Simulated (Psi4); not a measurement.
Input file for Psi4: SAPT0/jun-cc-pV(D+d)Z on H8OSi2 (a complex), monomers drawn apart or pushed together.

```
memory 1800 MB

molecule dimer {
0 1
O     0.55588435    0.48663644    1.37382756
H     1.00482369   -0.30707393    1.06305605
H    -0.25499551    0.54365557    0.85674840
--
0 1
Si   -0.76393694   -0.96997101    3.46495720
Si    0.39797982    0.94208545    4.17830301
H    -1.83050701   -0.62060829    2.49327403
H    -1.41493677   -1.66418134    4.60614761
H     0.14922664   -1.94479389    2.81714960
H    -0.15123573    2.15996275    3.54017500
H     1.84173972    0.82494427    3.87196167
H     0.25559742    1.09541098    5.65008539
units angstrom
symmetry c1
no_reorient
no_com
}

set {
  basis jun-cc-pV(D+d)Z
  scf_type df
  freeze_core true
}

energy('sapt0')
```

Program output:

```
[...]
==> Input File <==

--------------------------------------------------------------------------
memory 1800 MB

molecule dimer {
0 1
O     0.55588435    0.48663644    1.37382756
H     1.00482369   -0.30707393    1.06305605
H    -0.25499551    0.54365557    0.85674840
--
0 1
Si   -0.76393694   -0.96997101    3.46495720
Si    0.39797982    0.94208545    4.17830301
H    -1.83050701   -0.62060829    2.49327403
H    -1.41493677   -1.66418134    4.60614761
H     0.14922664   -1.94479389    2.81714960
H    -0.15123573    2.15996275    3.54017500
H     1.84173972    0.82494427    3.87196167
H     0.25559742    1.09541098    5.65008539
units angstrom
symmetry c1
no_reorient
no_com
}

set {
  basis jun-cc-pV(D+d)Z
  scf_type df
  freeze_core true
}

energy('sapt0')
--------------------------------------------------------------------------


   => Loading Basis Set <=

    Name: JUN-CC-PV(D+D)Z
    Role: ORBITAL
    Keyword: BASIS
    atoms 1         entry O          line   256 file jun-cc-pv_dpd_z.gbs
    atoms 2-3, 6-11 entry H          line    60 file jun-cc-pv_dpd_z.gbs
    atoms 4-5       entry SI         line   566 file jun-cc-pv_dpd_z.gbs

   => Loading Basis Set <=

    Name: JUN-CC-PV(D+D)Z
    Role: ORBITAL
    Keyword: BASIS
    atoms 1         entry O          line   256 file jun-cc-pv_dpd_z.gbs
    atoms 2-3, 6-11 entry H          line    60 file jun-cc-pv_dpd_z.gbs
    atoms 4-5       entry SI         line   566 file jun-cc-pv_dpd_z.gbs


  //>>>>>>>>>>>>>>>>>>>>>>>>>>>>>>>>>>>//
  //              Dimer HF             //
  //<<<<<<<<<<<<<<<<<<<<<<<<<<<<<<<<<<<//

   => Libint2 <=

    Primary   basis highest AM E, G, H:  7, 6, 3
    Auxiliary basis highest AM E, G, H:  7, 7, 4
    Onebody   basis highest AM E, G, H:  -, -, -
    Solid Harmonics ordering:            Gaussian


   => Loading Basis Set <=

    Name: JUN-CC-PV(D+D)Z
    Role: ORBITAL
    Keyword: BASIS
    atoms 1         entry O          line   256 file jun-cc-pv_dpd_z.gbs
    atoms 2-3, 6-11 entry H          line    60 file jun-cc-pv_dpd_z.gbs
    atoms 4-5       entry SI         line   566 file jun-cc-pv_dpd_z.gbs


         ---------------------------------------------------------
                                   SCF
               by Justin Turney, Rob Parrish, Andy Simmonett
                          and Daniel G. A. Smith
                              RHF Reference
                        1 Threads,   1716 MiB Core
         ---------------------------------------------------------

  ==> Geometry <==

    Molecular point group: c1
    Full point group: C1

    Geometry (in Angstrom), charge = 0, multiplicity = 1:

       Center              X                  Y                   Z               Mass
    ------------   -----------------  -----------------  -----------------  -----------------
         O            0.555884350000     0.486636440000     1.373827560000    15.994914619570
         H            1.004823690000    -0.307073930000     1.063056050000     1.007825032230
         H           -0.254995510000     0.543655570000     0.856748400000     1.007825032230
         SI          -0.763936940000    -0.969971010000     3.464957200000    27.976926534650
         SI           0.397979820000     0.942085450000     4.178303010000    27.976926534650
         H           -1.830507010000    -0.620608290000     2.493274030000     1.007825032230
         H           -1.414936770000    -1.664181340000     4.606147610000     1.007825032230
         H            0.149226640000    -1.944793890000     2.817149600000     1.007825032230
         H           -0.151235730000     2.159962750000     3.540175000000     1.007825032230
         H            1.841739720000     0.824944270000     3.871961670000     1.007825032230
         H            0.255597420000     1.095410980000     5.650085390000     1.007825032230

  Running in c1 symmetry.

  Rotational constants: A =      0.16305  B =      0.01753  C =      0.01608 [cm^-1]
  Rotational constants: A =   4888.19229  B =    525.67928  C =    482.05885 [MHz]
  Nuclear repulsion =  160.129386356127441

  Charge       = 0
  Multiplicity = 1
  Electrons    = 44
  Nalpha       = 22
  Nbeta        = 22

  ==> Algorithm <==

  SCF Algorithm Type is DF.
  DIIS enabled.
  MOM disabled.
  Fractional occupation disabled.
  Guess Type is SAD.
  Energy threshold   = 1.00e-08
  Density threshold  = 1.00e-08
  Integral threshold = 1.00e-12

  ==> Primary Basis <==

  Basis Set: JUN-CC-PV(D+D)Z
    Blend: JUN-CC-PV(D+D)Z
    Number of shells: 54
    Number of basis functions: 112
    Number of Cartesian functions: 117
    Spherical Harmonics?: true
    Max angular momentum: 2

   => Loading Basis Set <=

    Name: (JUN-CC-PV(D+D)Z AUX)
    Role: JKFIT
    Keyword: DF_BASIS_SCF
    atoms 1         entry O          line   258 file jun-cc-pvdz-jkfit.gbs
    atoms 2-3, 6-11 entry H          line    70 file jun-cc-pvdz-jkfit.gbs
    atoms 4-5       entry SI         line   506 file jun-cc-pvdz-jkfit.gbs

  ==
[...]
112A     33.517055

    Final Occupation by Irrep:
              A
    DOCC [    17 ]
    NA   [    17 ]
    NB   [    17 ]

  @DF-RHF Final Energy:  -581.35007615195116

   => Energetics <=

    Nuclear Repulsion Energy =             90.5936643479885930
    One-Electron Energy =                -985.9278765146819978
    Two-Electron Energy =                 313.9841360147422051
    Total Energy =                       -581.3500761519512707

Computation Completed


Properties will be evaluated at   0.000000,   0.000000,   0.000000 [a0]

Properties computed using the SCF density matrix


 Multipole Moments:

 ------------------------------------------------------------------------------------
     Multipole            Electronic (a.u.)      Nuclear  (a.u.)        Total (a.u.)
 ------------------------------------------------------------------------------------

 L = 1.  Multiply by 2.5417464519 to convert [e a0] to [Debye]
 Dipole X            :         11.8831290          -11.8552260            0.0279031
 Dipole Y            :          1.0592829           -1.0198160            0.0394669
 Dipole Z            :       -245.6435555          245.6349851           -0.0085704
 Magnitude           :                                                    0.0490884

 ------------------------------------------------------------------------------------

  Constructing Basis Sets for SAPT...

   => Loading Basis Set <=

    Name: (JUN-CC-PV(D+D)Z AUX)
    Role: RIFIT
    Keyword: DF_BASIS_SAPT
    atoms 1         entry O          line   188 file jun-cc-pvdz-ri.gbs
    atoms 2-3, 6-11 entry H          line    30 file jun-cc-pvdz-ri.gbs
    atoms 4-5       entry SI         line   376 file jun-cc-pvdz-ri.gbs

   => Loading Basis Set <=

    Name: (JUN-CC-PV(D+D)Z AUX)
    Role: JKFIT
    Keyword: DF_BASIS_ELST
    atoms 1         entry O          line   258 file jun-cc-pvdz-jkfit.gbs
    atoms 2-3, 6-11 entry H          line    70 file jun-cc-pvdz-jkfit.gbs
    atoms 4-5       entry SI         line   506 file jun-cc-pvdz-jkfit.gbs


  //>>>>>>>>>>>>>>>>>>>>>>>>>>>>>>>>>>>//
  //               SAPT0               //
  //<<<<<<<<<<<<<<<<<<<<<<<<<<<<<<<<<<<//



        SAPT0
    Ed Hohenstein
     6 June 2009

      Orbital Information
  --------------------------
    NSO        =       112
    NMO        =       112
    NRI        =       347
    NRI (Elst) =       505
    NOCC A     =         5
    NOCC B     =        17
    FOCC A     =         1
    FOCC B     =        10
    NVIR A     =       107
    NVIR B     =        95

    Elst10,r            =    -0.018930458674 [Eh]
    Exch10              =     0.027041979224 [Eh]
    Exch10 (S^2)        =     0.026787769521 [Eh]

    Maxiter = 50
    CPHF R converge = 1.000000E-08

    Iter     Energy [mEh]          dE [mEh]         Residual      Time [s]
       1      -6.18028791       6.180287914     1.351158e-02             0
       2      -8.05576871       1.875480801     3.806315e-03             0
       3      -8.08538597       0.029617254     1.349601e-03             0
       4      -8.04757873      -0.037807236     2.793119e-04             0
       5      -8.04938197       0.001803240     6.106134e-05             0
       6      -8.05027487       0.000892900     1.287093e-05             0
       7      -8.04999887      -0.000276003     2.295231e-06             0
       8      -8.05003823       0.000039363     4.289472e-07             0
       9      -8.05003308      -0.000005157     7.252766e-08             0
      10      -8.05003349       0.000000420     1.984104e-08             0
      11      -8.05003351       0.000000016     3.894479e-09             0

    CHF Iterations converged

    Maxiter = 50
    CPHF R converge = 1.000000E-08

    Iter     Energy [mEh]          dE [mEh]         Residual      Time [s]
       1      -4.73780695       4.737806951     9.646961e-03             0
       2      -5.36244224       0.624635288     2.272750e-03             0
       3      -5.45058710       0.088144864     4.338494e-04             0
       4      -5.43087660      -0.019710505     8.315243e-05             0
       5      -5.43242936       0.001552762     2.041399e-05             0
       6      -5.43259441       0.000165048     4.835570e-06             1
       7      -5.43249627      -0.000098141     1.155849e-06             1
       8      -5.43251070       0.000014430     2.378347e-07             1
       9      -5.43251080       0.000000104     4.676235e-08             1
      10      -5.43251030      -0.000000504     6.867980e-09             1

    CHF Iterations converged

    Ind20,r (A<-B)      =    -0.008050033511 [Eh]
    Ind20,r (B<-A)      =    -0.005432510296 [Eh]
    Ind20,r             =    -0.013482543807 [Eh]
    Exch-Ind20,r (A<-B) =     0.006236288488 [Eh]
    Exch-Ind20,r (B<-A) =     0.004137898491 [Eh]
    Exch-Ind20,r        =     0.010374186979 [Eh]
    Disp20              =    -0.007228849978 [Eh]
    Disp20 (SS)         =    -0.003614424989 [Eh]
    Disp20 (OS)         =    -0.003614424989 [Eh]
    Exch-Disp20         =     0.001607650452 [Eh]
    Exch-Disp20 (SS)    =     0.000876825519 [Eh]
    Exch-Disp20 (OS)    =     0.000730824933 [Eh]

    SAPT Results
  --------------------------------------------------------------------------------------------------------
    Electrostatics                -18.93045867 [mEh]     -11.87904216 [kcal/mol]     -49.70191240 [kJ/mol]
      Elst10,r                    -18.93045867 [mEh]     -11.87904216 [kcal/mol]     -49.70191240 [kJ/mol]

    Exchange                       27.04197922 [mEh]      16.96909815 [kcal/mol]      70.99870667 [kJ/mol]
      Exch10                       27.04197922 [mEh]      16.96909815 [kcal/mol]      70.99870667 [kJ/mol]
      Exch10(S^2)                  26.78776952 [mEh]      16.80957916 [kcal/mol]      70.33127919 [kJ/mol]

    Induction                      -4.88572902 [mEh]      -3.06584124 [kcal/mol]     -12.82747976 [kJ/mol]
      Ind20,r                     -13.48254381 [mEh]      -8.46042397 [kcal/mol]     -35.39841389 [kJ/mol]
      Exch-Ind20,r                 10.37418698 [mEh]       6.50990061 [kcal/mol]      27.23742416 [kJ/mol]
      delta HF,r (2)               -1.77737219 [mEh]      -1.11531789 [kcal/mol]      -4.66649004 [kJ/mol]

    Dispersion                     -5.62119953 [mEh]      -3.52735596 [kcal/mol]     -14.75845732 [kJ/mol]
      Disp20                       -7.22884998 [mEh]      -4.53617185 [kcal/mol]     -18.97934300 [kJ/mol]
      Exch-Disp20                   1.60765045 [mEh]       1.00881589 [kcal/mol]       4.22088568 [kJ/mol]
      Disp20 (SS)                  -3.61442499 [mEh]      -2.26808592 [kcal/mol]      -9.48967150 [kJ/mol]
      Disp20 (OS)                  -3.61442499 [mEh]      -2.26808592 [kcal/mol]      -9.48967150 [kJ/mol]
      Exch-Disp20 (SS)              0.87682552 [mEh]       0.55021632 [kcal/mol]       2.30210508 [kJ/mol]
      Exch-Disp20 (OS)              0.73082493 [mEh]       0.45859957 [kcal/mol]       1.91878060 [kJ/mol]

  Total HF                          3.22579153 [mEh]       2.02421475 [kcal/mol]       8.46931450 [kJ/mol]
  Total SAPT0                      -2.39540799 [mEh]      -1.50314121 [kcal/mol]      -6.28914282 [kJ/mol]

  Special recipe for scaled SAPT0 (see Manual):
    Electrostatics sSAPT0         -18.93045867 [mEh]     -11.87904216 [kcal/mol]     -49.70191240 [kJ/mol]
    Exchange sSAPT0                27.04197922 [mEh]      16.96909815 [kcal/mol]      70.99870667 [kJ/mol]
    Induction sSAPT0               -4.58757152 [mEh]      -2.87874459 [kcal/mol]     -12.04466737 [kJ/mol]
    Dispersion sSAPT0              -5.57499513 [mEh]      -3.49836226 [kcal/mol]     -14.63714770 [kJ/mol]
  Total sSAPT0                     -2.05104610 [mEh]      -1.28705086 [kcal/mol]      -5.38502080 [kJ/mol]
  --------------------------------------------------------------------------------------------------------



*** Psi4 exiting successfully. Buy a developer a beer!
```

The run finished.

Cost: about 14 core-seconds (a rough figure).
